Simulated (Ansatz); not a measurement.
`[SiH3]BN[SiH3]` + `O[AsH2]` → `[SiH3]O[AsH2]` + `BN[SiH3]`  (cleavage of the Si–B bond)

Gas-phase electronic energies from Ansatz, PBE0-D4/def2-TZVP geometries. CCSD(T)/CBS is the MP2 limit (def2-TZVPP, def2-QZVPP) plus CCSD(T) − MP2 in def2-TZVPP, frozen cores. Functionals use def2-TZVPP. B3LYP here is the variant with VWN-RPA as its local correlation; programs differ in this. For As outer-core shells are correlated without core-valence functions, which leaves a few kJ/mol of doubt a bond. Scalar relativity is left out up to krypton. Each species was taken in one conformer, which may not be the lowest.

`[SiH3]BN[SiH3]`:

```xyz
12

Si   -1.838   -0.112   -0.479
B    -0.356   -1.104    0.476
N     0.951   -0.621    0.604
Si    1.602    0.890    0.001
H    -1.436    1.205   -1.055
H    -2.968    0.137    0.461
H    -2.367   -0.946   -1.597
H    -0.611   -2.172    0.963
H     1.605   -1.209    1.104
H     1.497    0.958   -1.477
H     0.889    2.047    0.595
H     3.032    0.925    0.402
```

`O[AsH2]`:

Z-matrix (Å, degrees):
```
As
O 1 1.802
H 1 1.527 2 95.9
H 1 1.527 2 95.9 3 91.9
H 2 0.960 1 107.7 3 134.2
```

`[SiH3]O[AsH2]`:

Cartesian coordinates in Å:
```
Si 0.200 0.837 -1.015
O -0.142 -0.523 -0.158
As -0.128 -0.665 1.634
H 1.571 1.332 -0.714
H -0.765 1.927 -0.703
H 0.100 0.476 -2.450
H -1.468 -1.393 1.736
H 0.632 -1.990 1.670
```

`BN[SiH3]`:

Z-matrix (Å, degrees):
```
Si
N 1 1.745
H 1 1.487 2 110.4
H 1 1.480 2 107.6 3 -120.5
H 1 1.487 2 110.4 3 119.0
B 2 1.399 1 126.7 3 120.4
H 2 1.011 1 116.7 3 -59.6
H 6 1.198 2 119.6 1 -180.0
H 6 1.198 2 119.0 1 -0.0
```

```
         level  ΔE (kJ/mol)
      B3LYP-D4       -112.8
MP2/def2-QZVPP       -122.7
```

**Question.** What does CCSD(T)/CBS give? (An estimate is asked.)

**Answer.** Computed: -113.3 kJ/mol. The listed levels differ from it by 0.5, -9.4 kJ/mol.

Largest T1 diagnostic among the species: 0.014.

From PBE to PBE0 (25 % exact exchange), in def2-TZVPP and without D4, ΔE moves by −8.3 kJ/mol. In def2-TZVPP, CCSD(T) changes the Hartree–Fock value by +28.7 kJ/mol (the triples alone add +3.6 kJ/mol) and MP2 by +19.9 kJ/mol.
